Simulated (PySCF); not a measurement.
# Relaxation of doublet BrTcN

Computed with UB3LYP/[Tc def2-SVP with ECP28, N def2-SVP, Br def2-SVP], scalar-relativistic core potentials, density fitting, no spin–orbit coupling, PySCF. A (50,194) grid was used.

A start displaced from a saddle point along its imaginary mode, of Cs symmetry, held to at least that symmetry:

Coordinates in bohr (charge 0 multiplicity 2):
```
Tc    0.0598   -0.0909   -1.7483
N    -0.2595    0.3948   -4.7461
Br   -0.0289    0.0439    3.0332
```

Optimiser trace:
```
step  E − E(last) (kJ/mol)  largest gradient (Eh/bohr)
   0                 16.65                     0.03528
   1                 13.70                     0.01315
   2                 12.58                     0.00406
   3                 11.55                     0.04049
   4                  9.75                     0.01445
   5                  8.13                     0.01240
   6                  5.27                     0.01715
   7                  2.98                     0.02028
   8                  0.60                     0.00578
   9                  0.13                     0.00590
  10                  0.09                     0.00485
  11                  0.00                     0.00022
  12                  0.00                     0.00002
```

It ends at Cs with Tc–Br 2.460 Å, Tc–N 1.586 Å; Br–Tc–N 126.8°. The frequency run here used a shortcut that can spoil soft modes, so no verdict on minimum or saddle point is given.

Final geometry:
Coordinates in bohr (charge 0 multiplicity 2):
```
Tc    0.3621   -0.5507   -1.6644
N    -0.6347    0.9653   -4.0501
Br   -0.3411    0.5188    2.8046
```

Other spin states or occupations of the open shell can lie lower.

The relaxation took about 2.2 core-minutes on a shared host.
